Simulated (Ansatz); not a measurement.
The cluster Co₂S₂, relaxed as a singlet with RKS r2SCAN-D4/def2-SVP in Ansatz, starting from the GFN2-xTB geometry. Force threshold 0.02 eV/Å.

The restricted singlet is unstable towards broken spin symmetry at other levels; at r2SCAN-D4/def2-SVP this wasn't settled. At r2SCAN-D4/def2-SVP a triplet of charge 0 lies 1.83 eV below the restricted singlet, each at its own geometry. The structure comes from a short search, and lower isomers may exist.

Start:

```xyz
4

Co    0.027    0.668    0.921
Co   -0.027   -0.669   -0.922
S     1.468   -0.775    0.521
S    -1.468    0.776   -0.520
```

```tsv
step	energy (eV)	largest force component (eV/Å)	SCF passes
1	-96906.8340	0.984	46
2	-96906.8791	0.320	26
3	-96906.8835	0.034	26
4	-96906.8836	0.002	18
```

Force components are those of the run's own axes.

End:

Cartesian coordinates in Å:
```
Co 0.0261 0.6561 0.9043
Co -0.0261 -0.6561 -0.9043
S 1.4417 -0.7618 0.5110
S -1.4417 0.7618 -0.5110
```

By distances, no bond broke or formed. The bond that changes most is Co2–S4, from 2.08 to 2.04 Å (atoms count from 1).

No frequencies were taken in this run, so the end may be a saddle point.

Run time 7.5 s (4 threads of AMD EPYC 7R43 on a shared host).
